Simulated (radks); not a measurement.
Neutral chromium: order these configurations by energy. All-electron calculation, scalar-relativistic Kohn-Sham, LDA (Slater exchange, Perdew-Wang correlation), spin-polarised, spherical densities, finite nucleus; Fermi nuclear charge, rms radius of each element as measured or else 0.836 A^(1/3) + 0.57 fm. Program: a radial shooting solver on a logarithmic mesh with Libxc functionals. Open shells are filled with parallel spins first. [Ar] 3d4 4s1 4p1; [Ar] 3d4 4s2; [Ar] 3d5 4p1; [Ar] 3d5 4s1; [Ar] 3d6.

Answer. From the lowest, in eV above it: [Ar] 3d5 4s1 0.000; [Ar] 3d4 4s2 1.840; [Ar] 3d5 4p1 3.397; [Ar] 3d4 4s1 4p1 4.167; [Ar] 3d6 4.278.
